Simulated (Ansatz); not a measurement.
Program: Ansatz. Geometries: PBE0-D4/def2-TZVP. ΔE: electronic, gas phase. CBS: MP2 limit from def2 TZ/QZ plus the TZ coupled-cluster correction, frozen cores. This one scheme is used for every species, atoms too. Functionals use def2-TZVPP. No spin–orbit coupling; open shells (•) take unrestricted orbitals. Spin–orbit coupling would lower the free atoms: a little for C, F; clearly for Ga. For Ga outer-core shells are correlated without core-valence functions, so the limit isn't a true one: a few kJ/mol of doubt a bond, and 10 to 20 or more in all where bonds break to atoms. Scalar relativity is left out up to krypton. Each species was taken in one conformer, which may not be the lowest.

Reaction (atomization): `CC[P+](CC)(CC)[Ga-]([F])([F])[F]` → 6 C• + 3 F• + Ga• + 15 H• + P•

`CC[P+](CC)(CC)[Ga-]([F])([F])[F]`:

Cartesian coordinates in Å:
```
C 0.399 1.444 2.363
C -0.694 0.918 1.442
P -0.041 0.048 -0.017
C 0.764 1.303 -1.060
C 1.419 0.716 -2.303
C -1.477 -0.568 -0.948
C -2.227 -1.679 -0.225
Ga 1.465 -1.721 0.589
F 3.034 -1.205 -0.055
F 0.799 -3.159 -0.202
F 1.395 -1.775 2.359
H 1.040 2.172 1.863
H -0.050 1.941 3.226
H 1.021 0.625 2.730
H -1.318 0.196 1.976
H -1.351 1.720 1.090
H 1.517 1.785 -0.432
H 0.016 2.061 -1.314
H 2.185 -0.012 -2.028
H 0.693 0.228 -2.956
H 1.898 1.508 -2.880
H -2.127 0.285 -1.170
H -1.088 -0.938 -1.901
H -3.066 -2.019 -0.835
H -1.572 -2.533 -0.044
H -2.633 -1.342 0.731
```

Question: What is ΔE at CCSD(T)/CBS? (Best estimate.)

Answer: Computed: +10049.4 kJ/mol.

Question: What do these levels give: B97M-V, PBE0-D4, r2SCANh-D4, r2SCAN0-D4, ωB97M-V, PBE, revPBE, r2SCAN, r2SCANh, HF/def2-SVP, MP2/def2-QZVPP, CCSD/CBS(def2)? (An estimate is asked.)

Answer: Ansatz gave: B97M-V 10051.7, PBE0-D4 10066.1, r2SCANh-D4 10017.1, r2SCAN0-D4 9945.3, ωB97M-V 10054.3, PBE 10129.1, revPBE 9766.0, r2SCAN 10046.3, r2SCANh 9993.7, HF/def2-SVP 7564.1, MP2/def2-QZVPP 10116.4, CCSD/CBS(def2) 9915.9 kJ/mol.

Largest T1 diagnostic among the species: 0.013.

At CCSD(T), def2-SVP lies −462.9 kJ/mol from the extrapolated value and def2-TZVPP −220.6 kJ/mol: correlation converges slowly with the basis, and small sets miss more of it in the bonded molecule than in its fragments. From BLYP to BHLYP (50 % exact exchange), in def2-TZVPP and without D4, ΔE moves by −133.1 kJ/mol: exact exchange takes away binding that semilocal exchange gives to molecules. Leaving LDA and LC-ωPBE aside and taking each functional with its dispersion term where it has one, the values, not all of them listed here, spread over 421.5 kJ/mol, from BHLYP-D4 to PBE-D4. LDA lies +1298.5 kJ/mol from PBE without D4, its usual overbinding.

For atomizations the MP2-based limit and the directly extrapolated one differ by several kJ/mol either way, and by 10 to 25 for some Ge, Se and Sn compounds, so smaller differences from it don't rank the levels.
